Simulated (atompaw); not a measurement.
# Varying the PAW (atompaw) potential for iodine (I)

Base potential:

```json
{
  "Element": "I",
  "Generator": "atompaw 4.2.0.5",
  "Type": "PAW",
  "Functional": "PBE",
  "Relativity": "scalar-relativistic",
  "Frozen core": "[Ar] 3d10",
  "Valence charge": "25",
  "Reference configuration": "4s2 4p6 4d10 5s1 5p6",
  "Partial waves": "4s (bound): rc 1.05 bohr; 5s (bound): rc 1.30 bohr; 4p (bound): rc 1.30 bohr; 5p (bound): rc 1.30 bohr; 4d (bound): rc 1.30 bohr; 4d channel at -2.95 Ry: rc 1.30 bohr",
  "Local potential": "vpsmatchnc scheme with l = 3 at 0 Ry, radius 1.05 bohr",
  "Core correction": "smooth core density matched at 0.70 bohr",
  "Augmentation charge": "besselshape compensation charge, radius 1.10 bohr; PAW radius 1.30 bohr; waves and projectors: custom polynom2 7 10 vanderbiltortho"
}
```

All-electron outer shells of the reference configuration (PBE, scalar-relativistic, ld1.x):

```
shell  level (eV)  outermost node (bohr)  outermost maximum (bohr)
   3p     -860.75                   0.13                      0.28
   3d     -607.37                      –                      0.23
   4s     -181.97                   0.37                      0.68
   4p     -128.93                   0.37                      0.72
   4d      -51.59                   0.35                      0.78
   5s      -18.13                   0.88                      1.70
   5p       -7.62                   0.96                      2.02
```

Cutoffs, loose and tight: the cutoffs (Ry, on a coarse ladder) from which the occupation-weighted sum of valence levels, in a spherical-Bessel basis at the reference potential, stays within 10 and 1 mRy of its value at 400 Ry. They see the waves, projectors and local potential, not the compensation charge or the core. A dash means not determined.

A true bound ghost makes a file unfit for plane-wave use even where its test errors are small: the radial tests pick states by their node count and pass the ghost by.

Cutoffs are not given where the Bessel-basis levels miss the radial ones by over 6 mRy, ghosts where they miss by over 20 mRy; a channel whose overlap is not positive is not tested.

```csv
change,outcome,"cutoff, loose","cutoff, tight",bound ghosts
base,generated,over 300 Ry,over 300 Ry,s
"all radii scaled by about 0.79 (s 0.84, p 1.02, d 1.02 bohr); local potential vpsmatchnc scheme with l = 3 at 0 Ry, radius 0.84 bohr; augmentation besselshape compensation charge, radius 0.88 bohr; PAW radius 1.02 bohr; waves and projectors: custom polynom2 7 10 vanderbiltortho; core correction smooth core density matched at 0.56 bohr",generated,–,–,s
"all radii scaled by about 0.95 (s 1.00, p 1.24, d 1.24 bohr); local potential vpsmatchnc scheme with l = 3 at 0 Ry, radius 1.00 bohr; augmentation besselshape compensation charge, radius 1.06 bohr; PAW radius 1.24 bohr; waves and projectors: custom polynom2 7 10 vanderbiltortho; core correction smooth core density matched at 0.68 bohr",generated,–,–,s
"all radii scaled by about 1.07 (s 1.12, p 1.40, d 1.40 bohr); local potential vpsmatchnc scheme with l = 3 at 0 Ry, radius 1.12 bohr; augmentation besselshape compensation charge, radius 1.18 bohr; PAW radius 1.40 bohr; waves and projectors: custom polynom2 7 10 vanderbiltortho; core correction smooth core density matched at 0.76 bohr",generated,over 300 Ry,over 300 Ry,s
```

Q: What comes out with this change to the base: all radii scaled by about 0.88 (s 0.92, p 1.14, d 1.14 bohr); local potential vpsmatchnc scheme with l = 3 at 0 Ry, radius 0.92 bohr; augmentation besselshape compensation charge, radius 0.96 bohr; PAW radius 1.14 bohr; waves and projectors: custom polynom2 7 10 vanderbiltortho; core correction smooth core density matched at 0.62 bohr?

A: outcome: generated; bound ghosts: s, p.

Q: What comes out with this change to the base: all radii scaled by about 1.26 (s 1.32, p 1.64, d 1.64 bohr); local potential vpsmatchnc scheme with l = 3 at 0 Ry, radius 1.32 bohr; augmentation besselshape compensation charge, radius 1.38 bohr; PAW radius 1.64 bohr; waves and projectors: custom polynom2 7 10 vanderbiltortho; core correction smooth core density matched at 0.88 bohr?

A: outcome: generated; cutoff, loose: 180 Ry; cutoff, tight: over 300 Ry; bound ghosts: s.

Q: What comes out with this change to the base: all radii scaled by about 1.16 (s 1.22, p 1.50, d 1.50 bohr); local potential vpsmatchnc scheme with l = 3 at 0 Ry, radius 1.22 bohr; augmentation besselshape compensation charge, radius 1.28 bohr; PAW radius 1.50 bohr; waves and projectors: custom polynom2 7 10 vanderbiltortho; core correction smooth core density matched at 0.82 bohr?

A: outcome: generated; cutoff, loose: 300 Ry; cutoff, tight: over 300 Ry; bound ghosts: s.

Reading the sweep of the scale of all radii (base = 1) (base included, trends over the rows without a ghost): Bound ghosts are found at 0.79, 0.88, 0.95, 1, 1.07, 1.16, 1.26. Every judged row has one, so this setting neither creates nor removes them.
